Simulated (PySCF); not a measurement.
Spin-rotation constants: `C([C@@H](C=C)[AsH2])[AsH2]`, C4H10As2

Geometry (Å), atoms numbered from 1 in this order:
```xyz
16

C    -0.6916    2.2473   -0.3733
C    -0.4152    0.9737   -0.6062
C    -0.5632   -0.1253    0.3887
As   -2.1627   -1.2313   -0.1320
C     0.7131   -0.9479    0.4705
As    2.2800    0.2388    0.8110
H    -0.5722    3.0046   -1.1297
H    -1.0567    2.5799    0.5859
H    -0.0511    0.6635   -1.5817
H    -0.7889    0.3091    1.3720
H    -1.7026   -2.4469    0.6335
H    -1.4969   -1.7920   -1.3612
H     0.8889   -1.4616   -0.4829
H     0.6330   -1.7108    1.2516
H     3.1313   -0.8714    1.3676
H     1.8474    0.5793    2.2110
```

The calculation used GIAO CAM-B3LYP/def2-SVP magnetisability, rotational g tensor and spin-rotation constants, non-relativistic, gas phase in PySCF 2.14.0. Geometry: GFN2-xTB.

The calculation is non-relativistic, which matters for the atoms heavier than Zn.

(1) Give the nuclear spin-rotation constants along the inertial axes (H = +C I·J) beside the isotropic shieldings.

Answers

(1) Rotational constants 2.7916, 0.5616, 0.4817 GHz. A star marks the isotopologue with that one atom substituted, in its own axes.
| atom | isotope | Caa (kHz) | Cbb (kHz) | Ccc (kHz) | mean (kHz) | σ (ppm) |
| --- | --- | --- | --- | --- | --- | --- |
| As4 | 75As | 2.656 | 0.767 | 0.720 | 1.381 | 1660.8 |
| As6 | 75As | 2.640 | 0.683 | 0.567 | 1.297 | 1810.7 |
| H7 | 1H | -0.313 | 0.014 | -0.023 | -0.107 | 26.8 |
| H8 | 1H | -0.337 | -0.056 | 0.043 | -0.117 | 26.5 |
| H9 | 1H | -0.330 | -0.060 | 0.049 | -0.114 | 26.1 |
| H10 | 1H | -0.316 | -0.062 | 0.018 | -0.120 | 29.6 |
| H11 | 1H | -0.280 | 0.015 | -0.048 | -0.104 | 28.5 |
| H12 | 1H | -0.287 | -0.059 | 0.014 | -0.111 | 28.8 |
| H13 | 1H | -0.312 | -0.060 | 0.009 | -0.121 | 30.3 |
| H14 | 1H | -0.307 | -0.001 | -0.032 | -0.114 | 29.2 |
| H15 | 1H | -0.235 | 0.007 | -0.051 | -0.093 | 28.8 |
| H16 | 1H | -0.298 | -0.060 | 0.014 | -0.115 | 29.3 |
| C1 | 13C* | 0.358 | 0.167 | 0.193 | 0.239 | 79.7 |
| C2 | 13C* | 0.415 | 0.189 | 0.222 | 0.276 | 54.1 |
| C3 | 13C* | 0.460 | 0.095 | 0.076 | 0.210 | 153.5 |
| C5 | 13C* | 0.387 | 0.081 | 0.076 | 0.181 | 164.7 |

For the geometry as given, no vibrational averaging.
